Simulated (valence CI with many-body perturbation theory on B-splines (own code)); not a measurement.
Hyperfine factors and g values of Eu XXIV

Computed by relativistic CI+MBPT: four valence electrons over a frozen Dirac-Fock core [Kr], a basis of 7 s, 7 p, 8 d, 6 f, 4 g, 1 h functions for each j, with the one-electron correlation potential Σ1 (screened to all orders), the two-electron term Σ2, the three-electron term Σ3, Breit, model QED; selected single and double excitations, second order for the rest, scaled by the run's own slope (own B-spline code, finite nucleus).

No measured levels were compared; by estimate terms of the open shell hold to 2 to 4 % of their energy, and close levels can change places. The list stops below the first excitations out of the core.

A/g_I is the dipole constant over the nuclear g factor μ/I (μ in nuclear magnetons, uniformly magnetised nucleus), B/Q the quadrupole constant per barn. Both hold the static response of the core; the bare values leave it out. Large factors of s and p1/2 electrons are usually good to 5 to 10 %; those of open d and f shells near neutrality can be off by tens of per cent, and small factors of p3/2, d and f electrons come from cancelling terms and can be off by a factor of two or in sign, in half-filled shells by more. B is blank for J = 1/2, where it vanishes, and for nearly pure S terms. Energies count from the lowest level. Levels with J = 0 are left out.

Levels are named by their leading jj configuration (3d3/2^4 stands for four electrons in 3d with j = 3/2), which in mixed levels can hold well under half, so a name can repeat and another be missing. Letters in brackets count levels of one name in rising energy.

```
                    Level  E (eV)      g  A/g_I (MHz)  A/g_I bare  B/Q (MHz/b)  B/Q bare
      (4d3/2^3 4d5/2) J=1   4.436  1.498         -892        -244         2770      2640
      (4d3/2^3 4d5/2) J=2   7.041  1.396         2620        3080         3500      3330
      (4d3/2^3 4d5/2) J=4   8.109  1.159         6570        6660        -1430     -1420
      (4d3/2^3 4d5/2) J=3   8.350  1.316         4710        5050          938       876
(4d3/2^2 4d5/2^2) J=4 [a]  12.522  1.141         5680        5750        -2210     -2140
(4d3/2^2 4d5/2^2) J=3 [a]  13.385  1.010         6140        6020         1600      1530
(4d3/2^2 4d5/2^2) J=2 [a]  13.441  1.002         4860        4740         5180      4960
    (4d3/2^2 4d5/2^2) J=5  14.548  1.080         6520        6490         6310      6010
    (4d3/2^2 4d5/2^2) J=1  15.101  1.237         6190        6390         27.3      9.57
    (4d3/2^2 4d5/2^2) J=6  15.498  1.096         6790        6780         7160      6820
(4d3/2^2 4d5/2^2) J=4 [b]  16.598  1.029         7490        7380        -3050     -2900
(4d3/2^2 4d5/2^2) J=2 [b]  16.911  1.137         6080        6140         1670      1590
(4d3/2^2 4d5/2^2) J=3 [b]  16.950  1.151         6770        6840         2660      2540
  (4d3/2 4d5/2^3) J=4 [a]  19.248  1.201         4680        4840         2310      2210
(4d3/2^2 4d5/2^2) J=2 [c]  20.204  1.046         8740        8640         34.2      19.0
  (4d3/2 4d5/2^3) J=3 [a]  20.727  1.114         4420        4460          714       697
      (4d3/2 4d5/2^3) J=5  21.996  1.150         5540        5630        -4200     -4020
  (4d3/2 4d5/2^3) J=1 [a]  22.126  0.797         8140        7680         2760      2630
      (4d3/2 4d5/2^3) J=6  22.517  1.066         6510        6470         8840      8470
(4d3/2^2 4d5/2^2) J=4 [c]  22.609  1.114         5310        5350         5610      5350
(4d3/2^2 4d5/2^2) J=2 [d]  23.547  1.345         4440        4820        -1570     -1480
  (4d3/2 4d5/2^3) J=2 [a]  25.112  0.980         7680        7490         5700      5430
  (4d3/2 4d5/2^3) J=3 [b]  25.133  1.083         6250        6230         4140      3980
  (4d3/2 4d5/2^3) J=3 [c]  28.768  1.064         6960        6900         9260      8820
  (4d3/2 4d5/2^3) J=1 [b]  28.896  1.461          745        1320        -3860     -3670
  (4d3/2 4d5/2^3) J=4 [b]  29.276  1.041         6510        6420         5440      5220
  (4d3/2 4d5/2^3) J=2 [b]  29.692  1.071         6670        6620        -2180     -2080
            (4d5/2^4) J=4  30.561  1.150         5350        5430        -4700     -4470
            (4d5/2^4) J=2  34.931  1.006         5920        5780        -3700     -3530
```

Take the isotope of mass number 153, with I = 5/2, μ = 1.5294 μN and Q = 2.41 b. What is the hyperfine structure of (4d3/2^2 4d5/2^2) J=4 [a]?

From the table A = 3480 MHz, B = -5330 MHz. Shifts from the centre of gravity in MHz: F = 3/2: -46100, F = 5/2: -35800, F = 7/2: -22100, F = 9/2: -5380, F = 11/2: 13400, F = 13/2: 33500.
